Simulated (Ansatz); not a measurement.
`S[Si]Br` + H₂O → `O[Si]Br` + H₂S at 600 K and 1 bar (formal hydrolysis of the Si–S bond).

Gas-phase electronic energies from Ansatz, PBE0-D4/def2-TZVP geometries. CBS: MP2 limit from def2 TZ/QZ plus the TZ coupled-cluster correction, frozen cores. This one scheme is used for every species. For Br outer-core shells are correlated without core-valence functions, which leaves a few kJ/mol of doubt a bond. Scalar relativity is left out up to krypton. Each species was taken in one conformer, which may not be the lowest.

```
  species  CCSD(T)/CBS energy (Eh)  H − E (kJ/mol)  S (J/(mol·K))
`S[Si]Br`              -3260.81547            63.7          351.9
      H₂O                -76.37941            76.8          212.8
`O[Si]Br`              -2938.23569            72.2          335.6
      H₂S               -398.97279            60.8          230.9
```

H − E and S are ideal-gas, rigid-rotor, harmonic terms from PBE0-D4/def2-TZVP, for one conformer and one mirror image of each species. 1 Eh = 2625.50 kJ/mol, R = 8.31446 J/(mol·K).

Task: By hand: ΔE, ΔH, ΔS and ΔG.

Result: ΔE = (-2938.23569) + (-398.97279) − (-3260.81547) − (-76.37941) = -0.01360 Eh = -35.7 kJ/mol. Δ(H − E) = 72.2 + 60.8 − 63.7 − 76.8 = -7.5, so ΔH = -43.2 kJ/mol. ΔS = 335.6 + 230.9 − 351.9 − 212.8 = 1.8 J/(mol·K). ΔG = -43.2 − 600 × (1.8)/1000 = -44.3 kJ/mol.

Task: By hand: the equilibrium constant, and the temperature at which ΔG would vanish if ΔH and ΔS stayed fixed.

Result: log₁₀ K = −ΔG/(RT ln 10) = 3.9. ΔH and −TΔS have one sign here, so there is no such temperature.

The number of gas molecules stays the same, so ΔS is small and ΔH decides. A doubt of 5 kJ/mol in ΔE shifts log₁₀ K by 0.4 here. Other conformers and mirror images would add mixing entropy, several J/(mol·K) or more a flexible species. These are equilibria of isolated gas molecules and say nothing of rates. Largest T1 diagnostic: 0.012 (customary marks: 0.02 for closed shells, 0.045 for open ones).

ΔS is within the doubt of such terms, so its sign, and with it that verdict, could turn.
